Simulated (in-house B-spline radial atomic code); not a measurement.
Ionisation energies along the 10-electron series, configuration [He] 2s2 2p6, as differences of self-consistent energies. NIST's values go from ground level to ground level; the uncertainty of those that are theory runs from under 0.1 % in few-electron ions to several per cent in heavy many-electron ones. Computed with a radial B-spline atomic code at the basis-set limit: non-relativistic Hartree-Fock, average of the configuration, point nuclei.

This level leaves out relativity, spin-orbit splitting included, which matters for heavy ions.

```csv
ion,configuration after,ionisation energy (eV),IE/(q+1)² (eV),-ε less Coulomb ΔSCF (eV),tabulated value (eV),tabulated kind,computed minus tabulated (eV)
Os66+,[He] 2s2 2p5,16380.7,3.6491,3.0099,16560,tabulated theory,-179
Ir67+,[He] 2s2 2p5,16856.5,3.6454,3.0097,17040,tabulated theory,-183
Pt68+,[He] 2s2 2p5,17339.2,3.6419,3.0097,17540,tabulated theory,-201
Au69+,[He] 2s2 2p5,17828.7,3.6385,3.0096,18040,tabulated theory,-211
Hg70+,[He] 2s2 2p5,18325.0,3.6352,3.0095,18550,tabulated theory,-225
Tl71+,[He] 2s2 2p5,18828.1,3.632,3.0094,19070,tabulated theory,-242
```
